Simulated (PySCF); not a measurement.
A side-by-side comparison of computed properties.

First species: C4H13F2NSi2.
SMILES: `CC(C)[Si@H](F)N[SiH2]CF`

Second species: C6H11NSi.
Numbering: `[N:1]#[C:2][CH2:3][C@@H:4]1[CH2:5][CH2:6][SiH2:7][CH2:8]1` (hydrogens: H9, H10 on C3; H11 on C4; H12, H13 on C5; H14, H15 on C6; H16, H17 on Si7; H18, H19 on C8)

Levels: PBE0/pcSseg-1 for HOMO energy, LUMO energy and HOMO–LUMO gap. Geometries: GFN2-xTB. Each structure is a single optimised conformer of the isolated species, non-relativistic unless stated. Electronic properties by PySCF.

The conformers computed, where there is a choice (atom-mapped SMILES and torsion angles):
- `[CH3:1][CH:2]([CH3:3])[Si@H:4]([F:5])[NH:6][SiH2:7][CH2:8][F:9]`: C1–C2–Si4–F5 -65°, C2–Si4–N6–Si7 165°, Si4–N6–Si7–C8 20°, N6–Si7–C8–F9 58°

The conformers of `N#CC[C@@H]1CC[SiH2]C1` aren't listed.

Values for the first species:

| Quantity | Value |
| --- | --- |
| HOMO energy | -7.64 eV |
| LUMO energy | 0.55 eV |
| HOMO–LUMO gap | 8.19 eV |

(1) Estimate the same properties for the second species, and the change in each.

Results:

(1) 
```
     property     first    second  second less first
  HOMO energy  -7.64 eV  -8.46 eV           -0.82 eV
  LUMO energy   0.55 eV   0.48 eV           -0.07 eV
HOMO–LUMO gap   8.19 eV   8.94 eV           +0.75 eV
```

